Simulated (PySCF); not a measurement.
Isomers C₇H₁₃ClOSi:

A. SMILES C/C(=C(\[SiH3])C(=O)Cl)C(C)C
B. SMILES C(/[SiH2]C)=C(\Cl)C(=O)C(C)C
C. `O(CC(C)C)C1=C([SiH2]Cl)C1`

Spectrum 1. 1H NMR (500 MHz, computed): δ 5.51 (s, 2H), 4.09 (d, 2H), 2.00 (m, 1H), 1.79 (s, 2H), 0.90 (d, 6H). 13C{1H} NMR (computed): δ 169.3 (C), 84.0 (CH2), 68.6 (C), 35.9 (CH), 21.9 (CH3), 18.7 (CH2).

Spectrum 2. 1H NMR (500 MHz, computed): δ 4.33 (s, 3H), 2.91 (sept, 1H), 1.83 (s, 3H), 1.18 (d, 6H). 13C{1H} NMR (computed): δ 182.1 (C), 169.4 (C), 130.7 (C), 41.5 (CH), 22.0 (CH3), 18.1 (CH3).

Spectrum 3. 1H NMR (500 MHz, computed): δ 7.52 (t, 1H), 4.57 (m, 2H), 3.58 (sept, 1H), 1.21 (d, 6H), 0.22 (t, 3H). 13C{1H} NMR (computed): δ 209.3 (C), 162.9 (CH), 148.3 (C), 39.6 (CH), 20.6 (CH3), -7.2 (CH3).

- shieldings: GIAO PBE0/pcSseg-1
- geometry from GFN2-xTB
- program: PySCF 2.14.0 with density-fitted response routines
- no solvent, equivalent nuclei averaged, non-relativistic, single conformer

δ = σ(ref) − σ, references computed at the same level: 1H (31.72 ppm), 13C (186.93 ppm) vs TMS. Where no couplings were computed, multiplicities follow the n + 1 count of equivalent neighbours, and m marks all less simple cases (inequivalent or close neighbours, rings, F or P nearby). Shifts are as computed. Against solution values, carbons near 30 ppm lie about +3 ppm off and those near 130 ppm about +5 ppm; carbons on Cl a further +6 ppm. Of 1211 compounds with measured shifts, 218 miss one by over three times the rms of a fit or turn the order of signals round; such compounds aren't used in these exercises. Carbons bonded to Cl come out too deshielded.

**Question.** Match each spectrum to its structure.

**Answer.** 1–C, 2–A, 3–B.

- Spectrum 1 (C): 6 13C signals; δC 169.3 is an alkene carbon bearing oxygen; δC 84.0 is an sp3 CH2 bonded to O.
- Spectrum 2 (A): 6 13C signals; δC 169.4 is a β carbon of a C=C–C=O unit; δC 130.7 is an α carbon of a C=C–C=O unit.
- Spectrum 3 (B): 6 13C signals; δC 209.3 is a ketone carbonyl carbon; δC 162.9 is a β carbon of a C=C–C=O unit.
